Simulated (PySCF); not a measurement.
Species: C4H5F3O2.
SMILES with atom numbers: `[F:1][C:2]([F:3])([F:4])[C@H:5]1[CH2:6][O:7][CH2:8][O:9]1` (hydrogens: H10 on C5; H11, H12 on C6; H13, H14 on C8)

A PySCF run (density fitting, gas phase, GFN2-xTB geometry) gave HOMO -8.15 eV, LUMO 1.23 eV, dipole 1.37 D and E = -604.729 Eh.

**Question.** Which of these levels was it?
A. PBE0/pcSseg-1
B. PBE/MINI
C. PBE0/def2-SVPD
D. LC-wPBE/def2-SVPD
E. revPBE/def2-SVPD

**Answer.** A. It is PBE0/pcSseg-1. All candidates on this geometry:

| level and settings | kind | basis functions | SCF cycles | E (Eh) | HOMO (eV) | LUMO (eV) | dipole (D) |
| --- | --- | --- | --- | --- | --- | --- | --- |
| revPBE/def2-SVPD, start guess huckel | GGA | 235 | 18 | -604.7909 | -6.60 | -0.22 | 1.34 |
| PBE/MINI | GGA | 50 | 13 | -600.4419 | -6.99 | 0.49 | 0.88 |
| PBE0/def2-SVPD | global hybrid | 235 | 13 | -604.3688 | -8.27 | 0.50 | 1.42 |
| PBE0/pcSseg-1 | global hybrid | 178 | 13 | -604.7291 | -8.15 | 1.23 | 1.37 |
| LC-wPBE/def2-SVPD | range-separated hybrid | 235 | 13 | -604.6551 | -11.06 | 2.18 | 1.40 |

The nearest other candidate, by the summed differences of HOMO and LUMO, is PBE0/def2-SVPD: its HOMO differs by -0.12 eV and its LUMO by -0.73 eV. Cycle counts include a coarse-grid stage where the run had one.
